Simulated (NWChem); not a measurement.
Molecule: CH₃ClMgS; SMILES C[S][Mg][Cl]

```xyz
7

Mg     0.2188    -0.4971     0.0008
Cl    -0.1103    -2.6755    -0.0003
S      0.6131     1.7669    -0.0003
C     -1.0612     2.5133    -0.0002
H     -1.6196     2.2794    -0.9173
H     -0.9201     3.6021     0.0421
H     -1.6529     2.2155     0.8766
```
Atoms are numbered in this order, from 1.

All runs: NWChem. The geometry was optimised at PBE0/def2-SVP.

Question: Predict the results for TPSS/STO-3G. Quantities: highest occupied level (eV); orbital gap (eV); dipole (D).

Answer: The highest occupied level (eV) comes out as -1.35 and the orbital gap (eV) is 4.46. The dipole (D) is 1.97.
